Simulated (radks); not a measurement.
Results of a calculation; reference values are marked as such.
Question: The mean radii <r> (bohr) of the occupied orbitals of an atom or ion are listed with their occupations. Level of theory: Dirac Kohn-Sham, PBE, spin-unpolarised, spherical densities, point nucleus (a radial shooting solver on a logarithmic mesh with Libxc functionals).

| orbital | occ. | <r> |
|---|---|---|
| 1s1/2 | 2 | 0.04408 |
| 2s1/2 | 2 | 0.1957 |
| 2p1/2 | 2 | 0.1685 |
| 2p3/2 | 4 | 0.1723 |
| 3s1/2 | 2 | 0.5735 |
| 3p1/2 | 2 | 0.5816 |
| 3p3/2 | 4 | 0.5920 |
| 3d3/2 | 4 | 0.6220 |
| 3d5/2 | 6 | 0.6261 |
| 4s1/2 | 2 | 1.604 |
| 5s1/2 | 1 | 3.560 |

Name the element and its charge. Open shells, if any, fill j = l - 1/2 first.

Answer: Z = 34, selenium, charge +3: Se3+ in [Ar] 3d10 4s2 5s1. The 1s radius gives Z: for a bare nucleus <r> = (2 gamma + 1)/(2Z) with gamma = sqrt(1 - (Z/c)^2), 0.0432 bohr for Z = 34, and screening makes it slightly larger (0.04408 here). The occupations add up to 31, and the charge is Z minus that.
